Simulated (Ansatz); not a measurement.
CH5MoNOS2 (`C[O][Mo]([NH2])(=[S])=[S]`), relaxed with RKS PBE0-D4/def2-TZVP in Ansatz 0.2.0 from a PBE-D4/def2-SVP geometry. The force threshold is 0.005 eV/Å; the program also tests the step.

Charge 0, multiplicity 1. Mo takes the def2 core potential.

Start:

```xyz
11

C    -1.925   -0.157   -0.661
O    -0.754    0.624   -0.567
Mo    1.056    0.274   -0.287
N     1.430    0.049    1.587
S     2.222    1.913   -1.013
S     1.530   -1.564   -1.267
H    -2.714    0.438   -1.168
H    -2.291   -0.439    0.350
H    -1.736   -1.085   -1.245
H     1.422   -0.855    2.072
H     1.759    0.802    2.200
```

Question: How much energy does the relaxation release, and in how many steps? (An estimate is asked.)

Answer: The calculation gave: 0.07 eV, in 12 steps.

Question: Which bonds change most? (An estimate is asked.)

Answer: The calculation gave: Mo3–S5 from 2.138 to 2.107 Å; Mo3–S6 from 2.137 to 2.106 Å; C1–H9 from 1.113 to 1.094 Å; O2–Mo3 from 1.865 to 1.847 Å.

Question: Give the relaxed structure. (Estimate.)

Answer: The calculation gave: 
```xyz
11

C    -1.897   -0.158   -0.655
O    -0.747    0.644   -0.572
Mo    1.039    0.270   -0.287
N     1.387    0.057    1.580
S     2.209    1.864   -1.014
S     1.499   -1.551   -1.238
H    -2.699    0.434   -1.103
H    -2.210   -0.480    0.343
H    -1.708   -1.042   -1.272
H     1.395   -0.837    2.047
H     1.730    0.799    2.171
```
